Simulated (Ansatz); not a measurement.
```yaml
crystal:
  periodic: [false, false, false]
  atoms:
    - {symbol: Li, position_ang: [-0.825372, -2.204020, 0.595955]}
    - {symbol: Li, position_ang: [-2.169364, 0.979824, 0.612399]}
    - {symbol: Li, position_ang: [2.181614, -2.023058, -0.325777]}
    - {symbol: Li, position_ang: [-0.060897, -0.064014, -1.400650]}
    - {symbol: Li, position_ang: [0.821916, 0.323438, 1.039438]}
    - {symbol: Li, position_ang: [0.151955, 2.965057, -0.479830]}
basis:
  gaussian: {orbitals: def2-SVP, nuclear_model: gaussian}
total_charge: 1
magnetization: {spin_polarized: true, initial_magnetization: 1}
hamiltonian: {xc: {name: r2SCAN}}
scf: {omitted_lower_state_checks: [starts]}
output: {forces: true}
```

```sh
$ ansatz run in.yaml --threads 4 --pin off --events-out ev --progress --plain --max-ram 3916MiB
```

Output, abridged:

```
Functional definition: r2SCAN
774 factors; integrals over basis functions are off by at most 1.7e-4 eV
mean field evaluation 1: about -1218.3009 eV, gradient 1.0e1 eV
mean field evaluation 2: about -1218.7183 eV, gradient 8.9e0 eV
mean field evaluation 4: about -1220.6750 eV, gradient 7.3e-1 eV
mean field evaluation 8: about -1220.6529 eV, gradient 8.1e-2 eV
mean field evaluation 16: about -1220.6534 eV, gradient 6.7e-3 eV
mean field evaluation 32: about -1220.6538 eV, gradient 9.0e-6 eV
mean field -1220.65383585 eV, -44.8582010785 hartree, gradient 1.0e-7 eV, S^2 0.857396; 0 other end points of the search recorded, 0 dependent functions left out
reference -1220.65388007 eV, -44.8582027036 hartree; 9, 8 occupied and 45, 46 virtual orbitals, 774 factors
Total energy: -1220.65388007 eV, -44.8582027036 hartree
Atom 0 at    -0.825372    -2.204020     0.595955 Å, force    -0.035711    -0.015517     0.026238 eV/Å
Atom 1 at    -2.169364     0.979824     0.612399 Å, force     0.042296     0.000076    -0.026153 eV/Å
Atom 2 at     2.181614    -2.023058    -0.325777 Å, force     0.069224    -0.064553    -0.049377 eV/Å
Atom 3 at    -0.060897    -0.064014    -1.400650 Å, force    -0.020409     0.034620    -0.012376 eV/Å
Atom 4 at     0.821916     0.323438     1.039438 Å, force    -0.032074     0.037733     0.076161 eV/Å
Atom 5 at     0.151955     2.965057    -0.479830 Å, force    -0.023326     0.007640    -0.014492 eV/Å
Dipole moment:     0.030798     0.039663    -0.020771 e Å
Checks for a lower state left out: starts
```

It took 7.5 s on 4 threads of Arm Neoverse V2 on a shared host.

The dipole of an ion depends on the origin.
